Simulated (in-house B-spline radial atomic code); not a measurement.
Inner levels of copper as electrons are removed. A shift is the extra binding of the orbital against the neutral atom ([Ar] 3d10 4s1). The density at the nucleus is averaged over the nuclear charge. Computed with a radial B-spline atomic code at the basis-set limit: Dirac-Hartree-Fock, jj configuration that fills j = l - 1/2 first, finite nuclei.

A number in brackets counts the electrons of a j subshell.

| ion | configuration | shift of 2s1/2 (eV) | shift of 2p3/2 (eV) | shift of 3s1/2 (eV) | radius of 2s1/2 (bohr) | radius of 2p3/2 (bohr) | radius of 3s1/2 (bohr) | Σ<r²> (bohr²) | change of density at nucleus (bohr⁻³) |
| --- | --- | --- | --- | --- | --- | --- | --- | --- | --- |
| Cu | [Ar] 3d10 4s1 | 0 | 0 | 0 | 0.23387 | 0.20717 | 0.71277 | 31.753 | - |
| Cu+ | [Ar] 3d10 | 8.5054 | 8.5516 | 8.62 | 0.23388 | 0.20717 | 0.71352 | 18.598 | -4.9433 |
| Cu2+ | [Ar] 3d3/2(4) 3d5/2(5) | 26.739 | 26.594 | 26.423 | 0.23389 | 0.20715 | 0.71002 | 15.036 | -3.0644 |
| Cu3+ | [Ar] 3d3/2(4) 3d5/2(4) | ? | ? | ? | ? | ? | ? | ? | ? |
| Cu4+ | [Ar] 3d3/2(4) 3d5/2(3) | 74.305 | 73.648 | 70.524 | 0.23387 | 0.20704 | 0.69814 | 10.789 | 5.41 |
| Cu5+ | [Ar] 3d3/2(4) 3d5/2(2) | 102.83 | 101.86 | 95.864 | 0.23383 | 0.20694 | 0.69052 | 9.3342 | 11.893 |
| Cu6+ | [Ar] 3d3/2(4) 3d5/2(1) | 134.2 | 132.89 | 123.04 | 0.23376 | 0.2068 | 0.68218 | 8.1308 | 19.79 |
| Cu7+ | [Ar] 3d3/2(4) | 168.28 | 166.6 | 151.88 | 0.23366 | 0.20662 | 0.67335 | 7.1108 | 29.049 |
| Cu8+ | [Ar] 3d3/2(3) | ? | ? | ? | ? | ? | ? | ? | ? |
| Cu9+ | [Ar] 3d3/2(2) | ? | ? | ? | ? | ? | ? | ? | ? |
| Cu10+ | [Ar] 3d3/2(1) | 286.37 | 285.43 | 247.65 | 0.23313 | 0.20615 | 0.64525 | 4.7976 | 65.207 |
| Cu11+ | [Ne] 3s2 3p6 | 330.54 | 330 | 282.33 | 0.23287 | 0.20592 | 0.63579 | 4.1964 | 79.818 |
| Cu12+ | [Ne] 3s2 3p1/2(2) 3p3/2(3) | 374.71 | 374.17 | 314.7 | 0.23251 | 0.20596 | 0.62793 | 3.6146 | 98.886 |

Fill in the row of Cu3+.

shift of 2s1/2 (eV): 48.838; shift of 2p3/2 (eV): 48.458; shift of 3s1/2 (eV): 47.255; radius of 2s1/2 (bohr): 0.23389; radius of 2p3/2 (bohr): 0.20711; radius of 3s1/2 (bohr): 0.70476; Σ<r²> (bohr²): 12.613; change of density at nucleus (bohr⁻³): 0.4021.

Fill in the row of Cu8+.

shift of 2s1/2 (eV): 205.17; shift of 2p3/2 (eV): 203.67; shift of 3s1/2 (eV): 182.37; radius of 2s1/2 (bohr): 0.23352; radius of 2p3/2 (bohr): 0.2065; radius of 3s1/2 (bohr): 0.66412; Σ<r²> (bohr²): 6.2373; change of density at nucleus (bohr⁻³): 39.809.

Fill in the row of Cu9+.

shift of 2s1/2 (eV): 244.56; shift of 2p3/2 (eV): 243.3; shift of 3s1/2 (eV): 214.32; radius of 2s1/2 (bohr): 0.23334; radius of 2p3/2 (bohr): 0.20634; radius of 3s1/2 (bohr): 0.65472; Σ<r²> (bohr²): 5.4729; change of density at nucleus (bohr⁻³): 51.867.
